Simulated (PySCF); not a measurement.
## Static response to an electric field

C2H8O2Si3.
Cartesian coordinates in Å at the GFN2-xTB level; atoms count from 1:
```xyz
15
C2H8O2Si3 angstrom
O      2.9367    1.1146    2.1619
C      2.3590    1.0622    1.1041
Si     1.1971   -0.3683    0.6024
O      0.9754   -0.1951   -1.0166
Si    -0.4183   -0.1545   -1.8733
C     -1.7924   -0.2794   -0.5495
Si    -1.0351   -0.2308    1.2160
H      2.4819    1.8997    0.3807
H      1.9444   -1.6187    0.7522
H     -0.4107    1.1285   -2.5690
H     -0.3740   -1.3125   -2.7596
H     -2.3505   -1.2047   -0.6864
H     -2.5192    0.5198   -0.6844
H     -1.4546    1.0072    1.8921
H     -1.5440   -1.3599    2.0075
```

Level: PBE0/def2-SVPD (PySCF), static field, nuclei fixed, core orbitals frozen in the response. The polarisability tensor in these axes (au):

```
x   114.25   7.66   6.83
y     7.66  92.14   1.15
z     6.83   1.15 112.45
```

Q: What are the eigenvalues, a third of the trace, and Δα (Δα² = ½Σ(αi − αj)² over the three pairs)?

A: Principal values 89.70, 107.40 and 121.73 au; mean 106.28 au = 15.75 Å³ = 17.52 × 10⁻⁴⁰ C²·m²/J; Δα = 27.79 au (26 % of the mean).

Q: What is the dipole moment, and where does it point?

A: (-2.91, -0.44, -1.64) D, 3.37 D in size, pointing from the negative to the positive side. Measured along this direction, the outermost atoms are O1 at the negative end and H12 and H13 at the positive end.

Q: How large is μ²/3kT at 273 K beside α?

A: In Gaussian units μ²/3kT = 100.34 Å³ against 15.75 Å³, a ratio of 6.37; the Debye molar polarisation (4π/3)N_A(α + μ²/3kT) is 292.8 cm³/mol, leaving out the vibrational part.

Q: What would n − 1 = 2πNα be for an ideal gas of these molecules at 400 K and 1 atm, electronic part alone?

A: N = p/kT = 1.8347 × 10¹⁹ cm⁻³, so n − 1 = 2π × N × 15.75 × 10⁻²⁴ cm³ = 1816 × 10⁻⁶ at long wavelengths, for an ideal gas.

Q: Find the Langevin capture rate constant for H3+ (3.023 u) meeting this molecule (147.983 u), k = 2.342 × 10⁻⁹ cm³/s × √(α in Å³ / reduced mass in u).

A: The reduced mass is 2.96 u, so k = 5.40 × 10⁻⁹ cm³/s. The formula leaves out the permanent dipole, which adds to the capture rate.

Q: Traceless (Buckingham) quadrupole moment about the centre of nuclear charge: eigenvalues?

A: -10.08, 3.62, 6.46 D·Å. The values depend on the origin, since the dipole doesn't vanish. The electronic extent ⟨r²⟩ about the same centre is 1475 bohr², a root-mean-square distance of 2.30 Å for the 78 electrons.

Geometry: GFN2-xTB, one conformer, isolated molecule.

These values come from a run that also computed excited states. Hardware: Arm Neoverse N1, one thread, no GPU (shared host). Cost: 80 s (grids of density and orbitals included), 0.90 GiB resident at most.
